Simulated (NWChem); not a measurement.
System: C2H6O2Si; SMILES [SiH2](OC=O)C

Input file for NWChem:

```
start job
memory heap 200 mb stack 900 mb global 1100 mb
geometry units angstroms noautosym nocenter noautoz
  C     -0.330804     2.391176     0.000000
  Si     0.492861     0.709247     0.000000
  O     -0.819667    -0.408042     0.000000
  C     -0.563843    -1.724803     0.000000
  O      0.538594    -2.218808     0.000000
  H      0.422723     3.187916     0.000000
  H     -0.961050     2.523112     0.886305
  H     -0.961050     2.523112    -0.886305
  H      1.311663     0.501928    -1.218562
  H      1.311663     0.501928     1.218562
  H     -1.499374    -2.304930     0.000000
end
basis spherical
  * library def2-svp
end
dft
  xc b3lyp
  iterations 150
  mulliken
end
task dft energy
esp
  recalculate
  probe 0.07
  range 0.3
  factor 1.0
  spacing 0.02
end
task esp
```

Output (shortened):

```
             Northwest Computational Chemistry Package (NWChem) 7.3.0
             --------------------------------------------------------

                             Geometry "geometry" -> ""
                             -------------------------

 Output coordinates in angstroms (scale by  1.889725989 to convert to a.u.)

  No.       Tag          Charge          X              Y              Z
 ---- ---------------- ---------- -------------- -------------- --------------
    1 C                    6.0000    -0.33080400     2.39117600     0.00000000
    2 Si                  14.0000     0.49286100     0.70924700     0.00000000
    3 O                    8.0000    -0.81966700    -0.40804200     0.00000000
    4 C                    6.0000    -0.56384300    -1.72480300     0.00000000
    5 O                    8.0000     0.53859400    -2.21880800     0.00000000
    6 H                    1.0000     0.42272300     3.18791600     0.00000000
    7 H                    1.0000    -0.96105000     2.52311200     0.88630500
    8 H                    1.0000    -0.96105000     2.52311200    -0.88630500
    9 H                    1.0000     1.31166300     0.50192800    -1.21856200
   10 H                    1.0000     1.31166300     0.50192800     1.21856200
   11 H                    1.0000    -1.49937400    -2.30493000     0.00000000

 Effective nuclear repulsion energy (a.u.)     227.7527287246

                                 NWChem DFT Module
                                 -----------------

 Summary of "ao basis" -> "ao basis" (spherical)
 ------------------------------------------------------------------------------
       Tag                 Description            Shells   Functions and Types
 ---------------- ------------------------------  ------  ---------------------
 C                          def2-svp                 6       14   3s2p1d
 Si                         def2-svp                 8       18   4s3p1d
 O                          def2-svp                 6       14   3s2p1d
 H                          def2-svp                 3        5   2s1p

            General Information
            -------------------
          SCF calculation type: DFT
          Wavefunction type:  closed shell.
          No. of atoms     :    11
          No. of electrons :    48
           Alpha electrons :    24
            Beta electrons :    24
          Charge           :     0
          Spin multiplicity:     1
          Use of symmetry is: off; symmetry adaption is: off
          Maximum number of iterations: 150
          AO basis - number of functions:   104
                     number of shells:    50
          Convergence on energy requested:  1.00D-06
          Convergence on density requested:  1.00D-05
          Convergence on gradient requested:  5.00D-04

              XC Information
              --------------
                         B3LYP Method XC Potential
                     Hartree-Fock (Exact) Exchange  0.200
                        Slater Exchange Functional  0.800 local
                    Becke 1988 Exchange Functional  0.720 non-local
              Lee-Yang-Parr Correlation Functional  0.810
                  VWN I RPA Correlation Functional  0.190 local

             Grid Information
             ----------------
          Grid used for XC integration:  medium
          Radial quadrature: Mura-Knowles
          Angular quadrature: Lebedev.
          Tag              B.-S. Rad. Rad. Pts. Rad. Cut. Ang. Pts.
          ---              ---------- --------- --------- ---------
          C                   0.70       49          12.0       434
          Si                  1.10       88          10.0       590
          O                   0.60       49          13.0       434
          H                   0.35       45          13.0       434
          Grid pruning is: on
          Number of quadrature shells:   554
          Spatial weights used:  Erf1

      Superposition of Atomic Density Guess
      -------------------------------------

 Sum of atomic energies:        -516.36614718

      Non-variational initial energy
      ------------------------------

 Total energy =    -518.631000
 1-e energy   =   -1162.981521
 2-e energy   =     416.597792
 HOMO         =      -0.391767
 LUMO         =       0.023585

     ---------------------------------------------
      Total Density - Mulliken Population Analysis
     ---------------------------------------------

    Atom       Charge   Shell Charges
 -----------   ------   -------------------------------------------------------
    1 C    6     6.60   1.99  0.96  0.28  2.13  1.23  0.01
    2 Si  14    13.15   2.00  1.99  0.96  0.24  5.93  1.01  0.82  0.21
    3 O    8     8.70   1.99  1.10  0.67  2.99  1.93  0.01
    4 C    6     5.09   1.99  0.89  0.21  1.44  0.45  0.11
    5 O    8     8.74   1.99  1.13  0.69  3.06  1.86  0.01
    6 H    1     0.86   0.65  0.18  0.03
    7 H    1     0.86   0.65  0.18  0.03
    8 H    1     0.86   0.65  0.18  0.03
    9 H    1     1.09   0.71  0.37  0.01
   10 H    1     1.09   0.71  0.37  0.01
   11 H    1     0.95   0.69  0.24  0.02

   convergence    iter        energy       DeltaE   RMS-Dens  Diis-err
 ---------------- ----- ----------------- --------- --------- ---------
 d= 0,ls=0.0,diis     1   -519.4374047055 -7.47D+02  1.59D-02  1.12D+00
 d= 0,ls=0.0,diis     2   -519.1880667078  2.49D-01  1.06D-02  3.92D+00
 d= 0,ls=0.0,diis     3   -519.5575872920 -3.70D-01  2.90D-03  1.48D-01
 d= 0,ls=0.0,diis     4   -519.5666800673 -9.09D-03  1.21D-03  5.76D-02
 d= 0,ls=0.0,diis     5   -519.5720091962 -5.33D-03  2.51D-04  1.11D-03
  Resetting Diis
 d= 0,ls=0.0,diis     6   -519.5721216577 -1.12D-04  5.50D-05  4.14D-05
 d= 0,ls=0.0,diis     7   -519.5721264423 -4.78D-06  3.24D-05  4.52D-06
 d= 0,ls=0.0,diis     8   -519.5721259777  4.65D-07  1.87D-05  8.66D-06
 d= 0,ls=0.0,diis     9   -519.5721269800 -1.00D-06  3.97D-06  5.87D-07
 d= 0,ls=0.0,diis    10   -519.5721270360 -5.61D-08  7.91D-07  9.47D-09

         Total DFT energy =     -519.572127036046
      One electron energy =    -1166.605264992885
           Coulomb energy =      470.491309343535
    Exchange-Corr. energy =      -51.210900111319
 Nuclear repulsion energy =      227.752728724624

 Numeric. integr. density =       48.000007589349

                       DFT Final Molecular Orbital Analysis
                       ------------------------------------

 Vector   22  Occ=2.000000D+00  E=-3.337606D-01
              MO Center=  1.3D-01,  1.2D+00, -3.8D-09, r^2= 3.1D+00
   Bfn.  Coefficient  Atom+Function         Bfn.  Coefficient  Atom+Function
  ----- ------------  ---------------      ----- ------------  ---------------
     5      0.332263   1 C  py               22      0.212448   2 Si px
    36     -0.204437   3 O  px                8      0.195614   1 C  py
     4     -0.185117   1 C  px               90      0.180031   9 H  s
    95      0.180031  10 H  s                23     -0.175769   2 Si py
     3     -0.169202   1 C  s                39     -0.146863   3 O  px

 Vector   23  Occ=2.000000D+00  E=-3.225663D-01
              MO Center=  2.4D-01, -5.2D-01, -8.8D-09, r^2= 3.2D+00
   Bfn.  Coefficient  Atom+Function         Bfn.  Coefficient  Atom+Function
  ----- ------------  ---------------      ----- ------------  ---------------
    38      0.414055   3 O  pz               66     -0.324971   5 O  pz
    41      0.319704   3 O  pz               69     -0.235534   5 O  pz
    90      0.211937   9 H  s                95     -0.211937  10 H  s
    91      0.180231   9 H  s                96     -0.180231  10 H  s
    24     -0.147826   2 Si pz               21      0.078740   2 Si pz

[...]

                     NWChem Electrostatic Potential Fit Module
                     -----------------------------------------

 Atom parameters

 Number of atoms is                                   11
 Number of basis functions is                        104

 Grid parameters

 Maximum number of grid points is                  45330
 Number of grid points is                          45329
 Grid range                                     0.300000 nm
 Grid spacing                                   0.020000 nm
 Probe radius                                   0.070000 nm
 Atom radius factor                             1.000000

 Atomic radii

    1    0.100000
    6    0.147000
    8    0.136000
   14    0.187000
 FASTESP  F
  using M.O. file = ./job.movecs

    Atom              Coordinates                           Charge

                                                  ESP

    1 C    -0.033080    0.239118    0.000000   -0.354602
    2 Si    0.049286    0.070925    0.000000    0.775091
    3 O    -0.081967   -0.040804    0.000000   -0.505691
    4 C    -0.056384   -0.172480    0.000000    0.681047
    5 O     0.053859   -0.221881    0.000000   -0.512745
    6 H     0.042272    0.318792    0.000000    0.065380
    7 H    -0.096105    0.252311    0.088631    0.088820
    8 H    -0.096105    0.252311   -0.088631    0.088643
    9 H     0.131166    0.050193   -0.121856   -0.150832
   10 H     0.131166    0.050193    0.121856   -0.151574
   11 H    -0.149937   -0.230493    0.000000   -0.023538
                                            ------------
                                               -0.000000

 Dipole moment                                  0.940241

 Quadrupole moment Qxx                         -0.742675
                   Qyy                         -0.831293
                   Qzz                          1.573968

 RMS deviation kJ/mol                           0.054275

 RRMS %                                        29.158332
```

Level: B3LYP/def2-SVP. All runs use the structure optimised with B3LYP/6-31G* (spherical d). B3LYP is NWChem's, with the RPA form of VWN correlation.
